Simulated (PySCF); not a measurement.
# Phosphorus: a sound run and one with changed settings

Sound run: P⁺ [Ne] 3s2 3p2, P²⁺ [Ne] 3s2 3p1. Computed with PySCF 2.14 in x2c-TZVPall (5s5p2d1f, 37 functions), with scalar relativity by spin-free X2C-1e. In the sound run the correlated levels freeze [Ne]. The sound run starts from symmetry-adapted Hartree-Fock orbitals and uses a fine grid where one is needed.

Changed run: basis STO-3G, all-electron and non-relativistic. This setting is unsound on purpose.

```
species   method  sound run (hartree)  changed run (hartree)  converged
     P⁺      UHF           -341.16228             -336.62453        yes
     P⁺   r2SCAN           -341.66889             -337.06976        yes
     P⁺   M06-2X           -341.69275             -337.11363        yes
     P⁺      MP2           -341.22274             -336.63238        yes
     P⁺  CCSD(T)           -341.24555             -336.63868        yes
    P²⁺      UHF           -340.45849             -335.95185        yes
    P²⁺   r2SCAN           -340.93660             -336.36451        yes
    P²⁺   M06-2X           -340.97285             -336.41719        yes
    P²⁺      MP2           -340.50307             -335.96803        yes
    P²⁺  CCSD(T)           -340.52313             -335.98011        yes
```

Ionisation energy of P⁺:

| method | sound run (eV) | changed run (eV) |
| --- | --- | --- |
| UHF | 19.151 | 18.304 |
| r2SCAN | 19.927 | 19.191 |
| M06-2X | 19.589 | 18.951 |
| MP2 | 19.583 | 18.078 |
| SCS-MP2 | 19.495 | 18.032 |
| CCSD | 19.624 | 17.921 |
| CCSD(T) | 19.658 | 17.921 |

A minimal basis cannot let orbitals breathe on ionisation and holds almost no correlation. The Hamiltonian changed with the basis, so the totals do not compare.

For comparison, NIST gives 19.769 eV between the lowest levels.
